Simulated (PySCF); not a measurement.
**How methods differ on the interval between two levels of Te+**

Te+ [Kr] 4d10 5s2 5p3 [4S3/2, M_J = 3/2] → Te+ [Kr] 4d10 5s1 5p4 [4P5/2, M_J = 5/2], as a difference of total energies. Computed with PySCF 2.14 in x2c-TZVPall-2c (8s9p5d2f, 74 functions), with the two-component X2C-1e Hamiltonian. Correlated levels: [Ar] 3d10 frozen; the 6 highest virtual spinors dropped. "Screened" scales the spin-orbit matrix elements by Boettger's factors to mimic the two-electron term; Breit and QED terms are absent.

```tsv
method	interval between two levels (cm⁻¹)
GHF (spin-free)	75647
GMP2 (spin-free)	78505
GHF (screened spin-orbit)	73857
GMP2 (screened spin-orbit)	76509
```

The spin-free rows relax to the high-spin LS determinant and lack the spin-orbit shift.

Errors of the correlated levels include the incompleteness of this basis and the frozen core.

The labels give the starting determinants; with spin-orbit coupling the two ends relaxed to ⟨J²⟩ = 3.75, ⟨L²⟩ = 0.10, ⟨S²⟩ = 3.66 and ⟨J²⟩ = 8.77, ⟨L²⟩ = 2.07, ⟨S²⟩ = 3.75.

For comparison: 71193 cm⁻¹ (measured; NIST Handbook of Basic Atomic Spectroscopic Data (Sansonetti and Martin, J. Phys. Chem. Ref. Data 34, 1559 (2005))).
